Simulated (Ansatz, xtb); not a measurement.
# Isomers of C6H7BN2 in order of energy

3 gas-phase structures of C6H7BN2, from a drawn sample of its isomers (lower ones may exist). Each was relaxed with GFN2-xTB:

A. `N#C[BH2-][n+]1ccccc1`, a singlet
B. `C=CC#CB(C#N)NC`, a singlet
C. `C#CC#C[C@@H]1CNBN1`, a singlet

Which do you expect lowest at r2SCAN-D4/def2-SVP, and how would the others follow?

Calculated order at r2SCAN-D4/def2-SVP: A (0.000), B (1.145), C (2.047) eV.

Energies above the lowest of each column, in eV; the last columns are at B3LYP/def2-SVP geometries and were run for some of them only (a dash: not run or not comparable):

```
structure  GFN2-xTB  HF/STO-3G  r2SCAN-D4/def2-SVP  B3LYP/def2-SVP  CCSD(T)/def2-SVP + ΔMP2/def2-TZVPP
        A     0.000      0.000               0.000           0.000                               0.000
        B     1.990      1.217               1.145           0.943                               0.957
        C     1.108      1.676               2.047               –                                   –
```

Every level run on A puts it lowest or level with the lowest. Some further structures that were screened fall inside this span and aren't listed. Flexible structures stand in one conformer each, not always the lowest. A keeps a small imaginary mode. B keeps a small imaginary mode. Frequencies (GFN2-xTB) were run for A, B alone. ΔMP2 is the change of the MP2 energy from the smaller to the larger basis.

Programs: Ansatz 0.2.0, xtb 6.7.1.
